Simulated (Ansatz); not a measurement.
Isomers of C3H4, B3LYP-D3(BJ)/def2-TZVP minima from an xTB search, which can miss the lowest.
Isomer 1, SMILES C#CC (charge 0, multiplicity 1):
```xyz
7

C      1.69720    -0.13370     0.01373
C      0.50184    -0.03939    -0.01849
C     -0.94726     0.07472    -0.05721
H      2.75541    -0.21746     0.04242
H     -1.40111    -0.43373     0.79581
H     -1.34928    -0.37184    -0.96886
H     -1.25680     1.12141    -0.02959
```
Isomer 2, SMILES C=C=C (charge 0, multiplicity 1):
```xyz
7

C      1.29991     0.00891     0.02272
C      0.00000    -0.00002     0.00000
C     -1.29991    -0.00891    -0.02272
H      1.86819     0.72773    -0.55634
H      1.85745    -0.70218     0.62144
H     -1.84630    -0.60164    -0.74735
H     -1.87934     0.57611     0.68225
```

Frozen-core correlation. MP2 and its Hartree–Fock in cc-pVQZ are density fitted.

Run with Ansatz (Gaussian basis) for Hartree–Fock, density functionals and correlated methods. Each number belongs to the level named beside it.

The energy of isomer 2 above isomer 1 is E(isomer 2) − E(isomer 1). Total energies (hartree):

```
level                isomer 2      isomer 1
---------------  ------------  ------------
HF/cc-pVTZ       -115.9058512  -115.9084786
MP2/cc-pVTZ      -116.3824321  -116.3897125
HF/cc-pVQZ       -115.9133232  -115.9159571
MP2/cc-pVQZ      -116.4196229  -116.4270185
CCSD(T)/cc-pVTZ  -116.4331991  -116.4351202
```

Problem. Work out the energy of isomer 2 above isomer 1 at the basis-set limit: extrapolate the MP2 correlation part as X⁻³, take Hartree–Fock from the larger set, and add the CCSD(T) − MP2 difference of cc-pVTZ.

Solution. 
1. Differences (1 hartree = 627.509 kcal/mol): HF/cc-pVTZ 1.649; MP2/cc-pVTZ 4.569; HF/cc-pVQZ 1.653; MP2/cc-pVQZ 4.641; CCSD(T)/cc-pVTZ 1.206.
2. Correlation parts, MP2 less HF: 2.920 in cc-pVTZ (X = 3), 2.988 in cc-pVQZ (X = 4).
3. Limit (4³·(2.988) − 3³·(2.920))/(4³ − 3³) = 3.038; with HF/cc-pVQZ it gives 4.691.
4. CCSD(T) less MP2 in cc-pVTZ: -3.363.
Result: 1.33 kcal/mol, against 4.57 at MP2/cc-pVTZ. It is an estimate of this method's limit, not of the exact value.

Ansatz is a first-principles code.
